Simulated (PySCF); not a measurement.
Deuteron quadrupole couplings in `FC(F)C[SiH]([SiH3])[SiH3]`

Species: C2H10F2Si3.
Geometry (GFN2-xTB, Å), atoms numbered from 1 in this order:
```
atom  x, y, z in Å
F1    -1.7937   -1.3596    0.4470
C2    -0.6017   -1.6686    1.0290
F3     0.1191   -2.2965    0.0588
C4     0.1021   -0.4334    1.5188
Si5    0.4286    0.8358    0.0941
Si6    1.9271   -0.1010   -1.4209
Si7   -1.6128    1.6397   -0.6843
H8    -0.8116   -2.4197    1.8085
H9     1.0366   -0.7490    1.9809
H10   -0.5151    0.0081    2.3003
H11    1.1106    1.8942    0.8777
H12    2.6843    0.9700   -2.0784
H13    1.2411   -0.8454   -2.4771
H14    2.9102   -1.0032   -0.8141
H15   -1.4319    2.9926   -1.2224
H16   -2.1459    0.8177   -1.7707
H17   -2.6541    1.7302    0.3430
```

Level: PBE0/pcSseg-1 (PySCF, non-relativistic); Q(2H) = 0.00286 b; rigid geometry, the same for H and D, with no vibrational averaging.

**Question.** Rank these positions by the coupling χzz of a deuteron there, largest first.
A. H9 (methylene hydrogen)
B. H15 (Si–H hydrogen)
C. H8 (methine hydrogen)
D. H11 (Si–H hydrogen)

**Answer.** A (210 kHz), C (179 kHz), B (109 kHz), D (103 kHz).

**Question.** Give the electric field gradient Vzz (the principal value of largest size), its asymmetry and the 2H coupling at each hydrogen.

**Answer.** 
```json
{"atom": "H8", "bonded to": "C2", "bond length (Å)": "1.103", "Vzz (au)": "0.2659", "η": "0.04", "χzz (kHz)": "179"}
{"atom": "H9", "bonded to": "C4", "bond length (Å)": "1.089", "Vzz (au)": "0.3119", "η": "0.04", "χzz (kHz)": "210"}
{"atom": "H10", "bonded to": "C4", "bond length (Å)": "1.089", "Vzz (au)": "0.3118", "η": "0.04", "χzz (kHz)": "210"}
{"atom": "H11", "bonded to": "Si5", "bond length (Å)": "1.483", "Vzz (au)": "0.1527", "η": "0.01", "χzz (kHz)": "103"}
{"atom": "H12", "bonded to": "Si6", "bond length (Å)": "1.467", "Vzz (au)": "0.1619", "η": "0.01", "χzz (kHz)": "109"}
{"atom": "H13", "bonded to": "Si6", "bond length (Å)": "1.463", "Vzz (au)": "0.1651", "η": "0.01", "χzz (kHz)": "111"}
{"atom": "H14", "bonded to": "Si6", "bond length (Å)": "1.466", "Vzz (au)": "0.1636", "η": "0.01", "χzz (kHz)": "110"}
{"atom": "H15", "bonded to": "Si7", "bond length (Å)": "1.467", "Vzz (au)": "0.1619", "η": "0.01", "χzz (kHz)": "109"}
{"atom": "H16", "bonded to": "Si7", "bond length (Å)": "1.463", "Vzz (au)": "0.1651", "η": "0.01", "χzz (kHz)": "111"}
{"atom": "H17", "bonded to": "Si7", "bond length (Å)": "1.466", "Vzz (au)": "0.1638", "η": "0.01", "χzz (kHz)": "110"}
```

**Question.** Average by the element that carries the hydrogen.

**Answer.** on C: 199 kHz over 3 positions, mean bond length 1.094 Å; on Si: 109 kHz over 7 positions, mean bond length 1.468 Å.

One conformer (not necessarily the lowest) at the GFN2-xTB geometry, without solvent, vibrations or thermal averaging. GFN2-xTB bond lengths can be off by several hundredths of an ångström, more for odd bonds, and the gradients follow them. With so small a basis the couplings can be 20 % off.
